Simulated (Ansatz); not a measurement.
**Worked example: BH2I + C4H10S → BH2(SH) + C4H9I**

Gas-phase species: BH2I `BI`, singlet; C4H10S (2-methyl-2-propanethiol) `CC(C)(C)S`, singlet; BH2(SH), singlet; C4H9I (tert-butyl iodide) `CC(C)(C)I`, singlet. The partners trade I for SH: B–I and C–SH bonds give way to B–SH and C–I.

Shapes, held fixed at every level: PBE0-D4/def2-TZVP. Flexible molecules stand in one conformer, not always the lowest. Programs: Ansatz 0.2.0. The zero-point and thermal change to 298 K, harmonic and unscaled (PBE0-D4/def2-TZVP), is +1.7 kJ/mol.

At CCSD(T)/def2-TZVPP; 1 Eh = 2625.50 kJ/mol:

```
species  energy (Eh)
   BH2I  -323.125743
 C4H10S  -555.894219
BH2(SH)  -424.329173
  C4H9I  -454.705305
```

**Question.** Work out ΔH(298 K) of the reaction at this level.

**Answer.** 
1. Products less reactants: (-424.329173) + (-454.705305) − [(-323.125743) + (-555.894219)] = -0.014516 Eh = -38.1 kJ/mol.
2. With the thermal change: -38.1 + (+1.7) = -36.4 kJ/mol.

Other levels give -41.1 (SPW92/def2-TZVPP) to -26.9 kJ/mol (HF/def2-TZVPP). No measured value is set beside it here. For atoms past krypton def2 sets carry core potentials with scalar relativity. Outer-core shells of I are correlated, in sets that cover them unevenly.
